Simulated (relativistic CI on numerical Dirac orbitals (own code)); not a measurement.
## Radial parameters of Sc¹⁸⁺

Computed by Dirac-Coulomb-Breit CI, orbitals from a KLI potential per configuration, model QED, unscaled Slater integrals (own radial code, finite nucleus).

Slater integrals F^k, G^k are unscaled and averaged over j, outside the closed core 1s2; ζ comes from projecting the Hamiltonian with its Breit term on Σ l·s of the shell.

- 2p: ζ(2p) = 33597 cm⁻¹; <r>(2p) = 0.258, <r^2>(2p) = 0.08014 (bohr units).
- 3p: ζ(3p) = 9908.8 cm⁻¹; <r>(3p) = 0.6493, <r^2>(3p) = 0.4866 (bohr units).
- 3d: ζ(3d) = 1881.8 cm⁻¹; <r>(3d) = 0.5514, <r^2>(3d) = 0.3476 (bohr units).

Averages of the first 10 configurations, taken without configuration mixing, which lowers the lowest level and can move excited configurations by several eV; other configurations of the list can lie among them:

```json
{"Configuration": "2s", "Parity": "even", "States": "2", "Average energy above the lowest level (eV)": "0.0"}
{"Configuration": "2p", "Parity": "odd", "States": "6", "Average energy above the lowest level (eV)": "42.3"}
{"Configuration": "3s", "Parity": "even", "States": "2", "Average energy above the lowest level (eV)": "724.6"}
{"Configuration": "3p", "Parity": "odd", "States": "6", "Average energy above the lowest level (eV)": "736.4"}
{"Configuration": "3d", "Parity": "even", "States": "10", "Average energy above the lowest level (eV)": "741.3"}
{"Configuration": "4s", "Parity": "even", "States": "2", "Average energy above the lowest level (eV)": "973.5"}
{"Configuration": "4p", "Parity": "odd", "States": "6", "Average energy above the lowest level (eV)": "978.3"}
{"Configuration": "4d", "Parity": "even", "States": "10", "Average energy above the lowest level (eV)": "980.4"}
{"Configuration": "4f", "Parity": "odd", "States": "14", "Average energy above the lowest level (eV)": "980.6"}
{"Configuration": "5s", "Parity": "even", "States": "2", "Average energy above the lowest level (eV)": "1087.6"}
```
